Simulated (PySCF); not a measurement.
Molecule: `C1=CC=C(C#C)C=CB1`, C8H7B.

Bonds (- single, = double, # triple, : aromatic): C1#C2, C2-C3, C3=C4, C4-C5, C5=C6, C6-B7, B7-C8, C8=C9, C9-C3. C1 carries H10; C4 carries H11; C5 carries H12; C6 carries H13; B7 carries H14; C8 carries H15; C9 carries H16.

Frames of a GFN2-xTB Langevin trajectory at 300 K; GIAO PBE0/pcSseg-1 shieldings in PySCF 2.14.0 with density-fitted response routines, gas phase, non-relativistic; equivalent atoms averaged within each frame.

Shifts are taken against calculated references (same method and geometry level): 13C (σref 186.93) and 1H (σref 31.72) against TMS; 11B (σref 100.07) against BF3·OEt2. The references are static minima.

How do the shifts (ppm) fluctuate along the trajectory?

Answers


```
         time (fs)     C8     C6     C9     C4     C5     C3    C2    C1    B7    H15
               250  161.1  159.1  156.1  155.8  154.7  138.7  97.8  97.1  46.0   8.81
               425  174.3  165.4  151.6  159.8  153.2  142.9  96.6  89.2  46.9   9.42
               625  149.0  185.3  170.5  146.8  150.4  137.3  95.8  91.0  41.6   7.60
               800  160.1  172.2  152.8  151.3  155.0  133.7  98.4  87.6  45.0   8.65
              1000  177.8  159.8  165.7  150.1  155.0  134.4  94.6  87.5  43.5  10.10
    mean of frames  164.4  168.4  159.3  152.8  153.7  137.4  96.7  90.5  44.6   8.92
standard deviation   11.7   10.8    8.3    5.1    2.0    3.7   1.5   3.9   2.1   0.93
```

5 frames give an uncertainty of the mean of about the standard deviation over 2.2 at best, since frames this close in time may not be independent; classical motion lacks zero-point vibration, and the reference would need the same averaging.
